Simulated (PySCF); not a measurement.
C₆ coefficients of unlike pairs at PBE

Calculated with PySCF 2.14 from the dipole response of each species, C₆(A,B) = (3/π) ∫ α_A(iu) α_B(iu) du, in atomic units, from isotropic polarisabilities. For ions this is the dispersion term alone; charge-induced terms of lower order in 1/R come first.

```tsv
species	configuration	basis	relativity	α (bohr³)	C₆ (like pair)
N	[He] 2s2 2p3 (4S)	aug-cc-pCVQZ-DK (9s8p6d4f2g)	spin-free X2C	8.247	28.38
Sn	[Kr] 4d10 5s2 5p2 (3P)	aug-cc-pwCVTZ-DK3 with one added diffuse shell each of s, p, d, f type (11s10p8d5f1g)	spin-free X2C	62.02	680.9
F³⁺	[He] 2s2 2p2 (3P)	aug-cc-pVTZ with one added diffuse shell each of s, p, d, f type (6s5p4d3f)	none	0.9399	0.8516
Os	[Xe] 4f14 5d6 6s2 (5D)	aug-cc-pwCVDZ-PP with ECP60MDF (6s6p5d3f)	core potential	53.48	579.5
```

**Question.** Estimate C₆ for Sn with N.

**Answer.** The integral gives 130.5. The combination rule 2 C_A C_B / (C_A α_B/α_A + C_B α_A/α_B) gives 127.1 and the geometric mean 139.0.

No spin-orbit coupling is included.

The other pairs:

```csv
pair,C₆
"Os, F³⁺",18.34
"F³⁺, Sn",18.85
"F³⁺, N",4.535
"Os, N",123.5
"Os, Sn",626.0
```
